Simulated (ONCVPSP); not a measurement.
## u(r) = r·R(r): atom against pseudo-atom (Al)

Columns: radius, all-electron u(r) and pseudo u(r) of the 3s shell (level -19.20 eV) of aluminium in the configuration [Ne] 3s1.5; PBE, scalar-relativistic, ONCV scheme, ONCVPSP 4.0.1.

```tsv
r (bohr)	all-electron	pseudo
0.105	0.1260	0.0173
0.210	-0.1135	0.0369
0.315	-0.2848	0.0608
0.420	-0.3352	0.0901
0.525	-0.2935	0.1256
0.630	-0.1970	0.1677
0.735	-0.0738	0.2164
0.840	0.0571	0.2711
0.945	0.1842	0.3303
1.050	0.3007	0.3917
1.155	0.4033	0.4528
1.260	0.4904	0.5114
1.365	0.5620	0.5661
1.470	0.6187	0.6150
1.575	0.6620	0.6567
1.680	0.6931	0.6893
1.785	0.7132	0.7115
1.890	0.7236	0.7231
1.995	0.7252	0.7252
2.100	0.7194	0.7194
2.205	0.7072	0.7072
2.310	0.6898	0.6898
2.415	0.6681	0.6681
2.520	0.6432	0.6432
2.625	0.6159	0.6159
2.730	0.5869	0.5869
```

(1) How many radial nodes do the two functions have?

(2) At about which radius was the pseudo-wave matched?

(3) Is the pseudo-wave norm-conserving?

Results:

(1) The all-electron 3s function has n − l − 1 = 2; the pseudo-wave has 0, since the states of the same l below it are removed with the core.

(2) 2.10 bohr, where the columns begin to agree (steps of 0.10 bohr).

(3) Yes: the ONCV scheme keeps the norm inside the radius equal to the all-electron one, which fixes the energy derivative of the logarithmic derivative at the level.
